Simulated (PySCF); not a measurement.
**Phenyl Isocyanate: calculation and literature**

Cartesian coordinates in Å; atom numbers follow the order of the lines, from 1:
```xyz
14

O     4.292    0.174    0.303
C     3.158   -0.059    0.255
N     2.051   -0.497    0.244
C     0.712   -0.230    0.094
C    -0.185   -1.287    0.209
C    -1.539   -1.054    0.064
C    -2.005    0.225   -0.197
C    -1.109    1.276   -0.312
C     0.248    1.057   -0.168
H     0.191   -2.278    0.411
H    -2.236   -1.874    0.154
H    -3.063    0.403   -0.310
H    -1.468    2.274   -0.515
H     0.953    1.871   -0.255
```

Calculated, not measured (PySCF 2.14.0 with density-fitted response routines): geometry from GFN2-xTB, NMR shieldings at PBE0/pcSseg-1/GIAO. Isolated molecule, non-relativistic Hamiltonian, one averaged value for each set of equivalent atoms, a single conformation.

Reference values: estimated from measurements, as parent shift plus tabulated substituent increment (solution, not stated per compound (mostly CDCl3 or CCl4); Pretsch, Buehlmann, Badertscher, Structure Determination of Organic Compounds, 4th ed. (2009)).
```csv
atoms,quantity,reference,computed,"computed, scaled"
C6/C8,δ ¹³C,129.6,135.4,129.8
C7,δ ¹³C,125.7,130.2,124.7
C5/C9,δ ¹³C,124.8,131.5,126.0
```

Reference values: measured (liquid, neat, 295 K; 17O NMR survey of organic solvents and oxofluorinated compounds, PMC5915748).
```csv
atoms,quantity,reference,computed,"computed, scaled"
O1,δ ¹⁷O vs D2O (external),115.9,–,110.2
```

Computed shifts are σ(ref) − σ with the named reference compound (TMS for H and C) calculated as an isolated molecule at the same level. The measured values may be among those fitted. Scaled to experiment by linear calibration (H and C: mostly CDCl3 data, vs TMS): ¹³C (scatter 2.1 ppm rms, 2.3 ppm with the 13 outliers that the fit left out); ¹⁷O (scatter 10.7 ppm rms, 12.2 ppm with the 3 outliers that the fit left out vs liquid water, solution or neat liquid). Occasional misses reach two or three times the rms, and more in compound classes unlike the fitted ones.

Q: How far are the unscaled ¹³C shifts from the references?

A: Mean signed difference +5.67 ppm, mean absolute 5.67 ppm over 3 comparisons; the largest is +6.7 ppm at C5/C9 (aromatic CH).
